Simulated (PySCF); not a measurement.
C6H7F3O.
Geometry (PBE0-D3(BJ)/def2-SVP, Å), atoms numbered from 1 in this order:
```
atom  x, y, z in Å
F1     2.8866   -0.4550    0.5779
C2     2.2255    0.4977   -0.1015
F3     2.6325    0.3916   -1.3772
F4     2.6552    1.6787    0.3540
C5     0.7521    0.3313    0.0158
C6     0.0027    1.3098    0.5523
O7    -1.3268    1.2784    0.6768
C8    -1.9918    0.2170    0.0070
C9    -1.2516   -1.0981    0.1502
C10    0.1522   -0.9716   -0.4289
H11    0.4345    2.2321    0.9467
H12   -2.9998    0.1741    0.4409
H13   -2.0875    0.4880   -1.0607
H14   -1.8217   -1.8956   -0.3495
H15   -1.1951   -1.3590    1.2199
H16    0.7877   -1.8035   -0.0854
H17    0.1331   -1.0330   -1.5312
```

Linear response at CAM-B3LYP/def2-SVPD (PySCF, frozen core in the response, non-relativistic). Isolated species at its PBE0-D3(BJ)/def2-SVP geometry (one conformer only).

Static isotropic polarisability: 74.16 au (10.99 Å³), principal values 60.3, 75.6, 86.6 au.

(1) What is the polarisability at 1064 nm and at the sodium D line?

(2) What is the isotropic C6 coefficient between two such molecules, C6 = (3/π)∫α(iω)² dω?

(3) Which effective excitation energy ω̄ makes London's formula C6 = (3/4)α²ω̄ exact here?

(4) How many electrons N does the Slater–Kirkwood formula C6 = (3/4)·√N·α^(3/2) need to give this C6?

(5) What three-body coefficient follows from the one-pole estimate C9 = (3/4)·α·C6?

(6) What n − 1 at the D line would an ideal gas of it have at 273.15 K and 1 atm (2.6868 × 10¹⁹ cm⁻³), by n − 1 = 2π·N·α′?

Answers

(1) 74.68 au at 1064 nm (+0.7 %), 75.91 au at 589.3 nm (+2.4 %). The rise at 589.3 nm is 3.38 times that at 1064 nm; a pure ω² law gives 3.26. The lowest singlet lies at 193 nm, shorter than both wavelengths.

(2) 2647 au (Eh·bohr⁶) by a ten-point quadrature over imaginary frequencies, which is 1580 eV·Å⁶ or 153 J·nm⁶/mol.

(3) ω̄ = 4·C6/(3α²) = 0.642 Eh = 17.5 eV. A one-pole form α(ω) = α/(1 − ω²/ω̄²) fitted to the 1064 nm value gives 14.0 eV.

(4) N = (4·C6/3)²/α³ = 30.5; the species has 78 electrons in all.

(5) 147000 au. This is an estimate from the two numbers above, not a computed integral.

(6) 18.99 × 10⁻⁴, a formal value whether or not that pressure can be reached.

Cost: about 3 min of CPU time on one thread; the machine was shared, so the figure is rough. This is the whole response run at CAM-B3LYP/def2-SVPD, SCF included.
